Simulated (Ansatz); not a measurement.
Frontier orbitals of `C[O][Hf]1234([CH3])([N](C)C)[C@H]5[C@@H]1[C@@H]2[C@@H]3[C@H]54`.

Charge 0, multiplicity 1. Correlated methods include outer-core shells of Hf, which these sets cover unevenly. Hf takes the def2 core potential. All single points use the PBE0-D4/def2-TZVP geometry. It is one conformer, not always the lowest. Basis def2-TZVPP, Ansatz.

| functional | HOMO (eV) | LUMO (eV) |
| --- | --- | --- |
| B97M-V | -5.17 | -0.70 |

Task: Give HOMO and LUMO (eV) with LDA (SPW92), PBE, revPBE, BLYP, r2SCAN, PBE0, B3LYP, r2SCANh, r2SCAN0, HSE06 (plane-wave form), BHLYP, CAM-B3LYP, LC-ωPBE, ωB97X-V, ωB97M-V, HF. (Estimate.)

Result: Ansatz gave: 
```json
{"functional": "LDA (SPW92)", "HOMO": "-5.01", "LUMO": "-1.12"}
{"functional": "PBE", "HOMO": "-4.86", "LUMO": "-0.88"}
{"functional": "revPBE", "HOMO": "-4.80", "LUMO": "-0.78"}
{"functional": "BLYP", "HOMO": "-4.75", "LUMO": "-0.74"}
{"functional": "r2SCAN", "HOMO": "-5.06", "LUMO": "-0.68"}
{"functional": "PBE0", "HOMO": "-6.05", "LUMO": "0.00"}
{"functional": "B3LYP", "HOMO": "-5.87", "LUMO": "-0.20"}
{"functional": "r2SCANh", "HOMO": "-5.51", "LUMO": "-0.36"}
{"functional": "r2SCAN0", "HOMO": "-6.20", "LUMO": "0.12"}
{"functional": "HSE06 (plane-wave form)", "HOMO": "-5.66", "LUMO": "-0.37"}
{"functional": "BHLYP", "HOMO": "-7.20", "LUMO": "0.90"}
{"functional": "CAM-B3LYP", "HOMO": "-7.40", "LUMO": "1.04"}
{"functional": "LC-ωPBE", "HOMO": "-8.70", "LUMO": "2.14"}
{"functional": "ωB97X-V", "HOMO": "-8.39", "LUMO": "1.93"}
{"functional": "ωB97M-V", "HOMO": "-8.33", "LUMO": "1.40"}
{"functional": "HF", "HOMO": "-9.02", "LUMO": "2.45"}
```

B3LYP here is the variant with VWN-RPA as its local correlation; programs differ in this. LC-ωPBE has ω = 0.4 bohr⁻¹. Positive LUMOs are unbound and depend on the basis.
